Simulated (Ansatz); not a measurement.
Consider the formal exchange of groups at a C–B bond: `CNB(C)N` + `C[SiH2]S[SiH2]Cl` → `C[SiH2]S[SiH](C)Cl` + `CNBN`.

Gas-phase electronic energies from Ansatz, PBE0-D4/def2-TZVP geometries. CCSD(T)/CBS adds triple-zeta CCSD(T) − MP2 to the extrapolated MP2 energy (def2 sets, frozen cores). DFT in def2-TZVPP. One conformer a species, not always the lowest.

`CNB(C)N`:

Cartesian coordinates in Å:
```
C -0.670 0.367 -1.780
N -0.741 -0.449 -0.597
B 0.037 -0.320 0.579
C 1.136 0.811 0.713
N -0.171 -1.218 1.657
H -1.615 0.885 -1.984
H -0.409 -0.216 -2.671
H 0.098 1.130 -1.654
H -1.432 -1.179 -0.649
H 0.702 1.811 0.612
H 1.902 0.724 -0.064
H 1.649 0.778 1.677
H -0.846 -1.962 1.654
H 0.358 -1.161 2.506
```

`C[SiH2]S[SiH2]Cl`:

```xyz
12

C     0.649    0.678   -1.794
Si   -0.438    1.051   -0.330
S     0.581    0.675    1.527
Si   -0.182   -1.293    1.733
Cl    0.921   -2.260    3.164
H     1.553    1.289   -1.765
H     0.118    0.889   -2.726
H     0.946   -0.373   -1.795
H    -0.843    2.478   -0.303
H    -1.661    0.200   -0.353
H    -1.593   -1.288    2.179
H    -0.050   -2.047    0.463
```

`C[SiH2]S[SiH](C)Cl`:

Cartesian coordinates in Å:
```
C 1.868 0.990 1.709
Si 0.115 1.138 1.104
S -0.937 -0.732 1.274
Si -0.630 -1.528 -0.669
C -1.567 -0.632 -1.994
Cl 1.374 -1.499 -1.182
H 2.369 1.960 1.656
H 2.422 0.276 1.097
H 1.887 0.646 2.745
H 0.072 1.594 -0.310
H -0.656 2.095 1.938
H -1.032 -2.951 -0.576
H -1.391 -1.104 -2.963
H -1.257 0.413 -2.055
H -2.637 -0.665 -1.774
```

`CNBN`:

Z-matrix (Å, degrees):
```
C
N 1 1.440
H 1 1.096 2 112.2
H 1 1.096 2 112.2 3 121.6
H 1 1.091 2 109.0 3 -119.2
B 2 1.407 1 125.7 3 119.2
H 2 1.008 1 114.2 3 -60.8
N 6 1.411 2 123.0 1 -180.0
H 6 1.201 2 118.5 1 0.0
H 8 1.005 6 124.6 2 -0.0
H 8 1.002 6 121.8 2 -180.0
```

```json
{"level": "B2PLYP", "ΔE (kJ/mol)": "-20.3"}
{"level": "MP2/CBS(def2)", "ΔE (kJ/mol)": "-23.3"}
```

**Question.** What does CCSD(T)/CBS give? (Estimate.)

**Answer.** The calculation gave: -20.3 kJ/mol. The listed levels differ from it by 0.0, -3.0 kJ/mol.

Largest T1 diagnostic among the species: 0.011.

The D4 term adds −5.3 kJ/mol with B3LYP and −3.2 kJ/mol with PBE0; it sums over pairs of atoms, weighted by their polarisabilities, and B3LYP, whose exchange is more repulsive, gets the larger term.

B3LYP here is the variant with VWN-RPA as its local correlation; programs differ in this.
